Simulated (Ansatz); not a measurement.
```xyz
6

B     0.0459    0.0052   -1.3555
C    -0.0220    0.0415    0.1996
O     0.0075   -0.0426    1.3397
H    -0.0123   -1.1327   -1.6461
H    -1.0127    0.5534   -1.6755
H     1.0223    0.5471   -1.6685
```

Basis set: cc-pVDZ (spherical functions). Left uncorrelated: 3 orbitals. Charge 0, multiplicity 1.

Computed with Ansatz (development build ahead of 0.2.0); each method stands on the lowest determinant of its kind that the runs found. Restricted open shells among the atoms or ions are ROHF, correlated in semicanonical orbitals with singles.

(1) Give the atomization energy at this shape (free ground-state atoms in the same class of orbitals less the molecule, no zero-point energy) of singlet CH3BO by RHF-MP2, RHF.

Answers

(1)

```json
{"method": "RHF-MP2", "atomization energy": "23.40 eV"}
{"method": "RHF", "atomization energy": "17.76 eV"}
```
